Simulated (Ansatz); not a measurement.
C2H4BBr can be A, `BrB1CC1`, or B, `C=CBBr`.

Program: Ansatz. Geometries: PBE0-D4/def2-TZVP. ΔE: electronic, gas phase. CBS: MP2 limit from def2 TZ/QZ plus the TZ coupled-cluster correction, frozen cores. Functionals use def2-TZVPP. B3LYP here is the variant with VWN-RPA as its local correlation; programs differ in this. For Br outer-core shells are correlated without core-valence functions, which leaves a few kJ/mol of doubt a bond. Scalar relativity is left out up to krypton. One conformer a species, not always the lowest.

Q: Which isomer does CCSD(T)/CBS put lower? Give the gap. (Best estimate.)

A: Ansatz gave: B, by 66.1 kJ/mol.

Q: Give E(B) − E(A) in kJ/mol with CCSD(T)/def2-TZVPP, B3LYP-D4, ωB97M-V, LDA (SPW92), BLYP-D4, B3LYP, r2SCAN-D4. (An estimate is asked.)

A: Ansatz gave: CCSD(T)/def2-TZVPP -67.3, B3LYP-D4 -68.6, ωB97M-V -54.9, LDA (SPW92) -28.5, BLYP-D4 -74.3, B3LYP -68.2, r2SCAN-D4 -50.7. None reverses the order clearly.

Q: Does the order hold for the free energy at 298.15 K (harmonic terms from PBE0-D4)? (Best estimate.)

A: The calculation gave: Yes: G(B) − G(A) = -70.6 kJ/mol, for one conformer each.

Largest T1 diagnostic: 0.011.

Leaving LDA and LC-ωPBE aside and taking each functional with its dispersion term where it has one, the values spread over 29.3 kJ/mol, from BLYP-D4 to PBE0-D4. LDA lies +19.3 kJ/mol from PBE without D4. In def2-TZVPP, CCSD(T) changes the Hartree–Fock value by +19.6 kJ/mol (the triples alone add −1.2 kJ/mol) and MP2 by +28.5 kJ/mol.
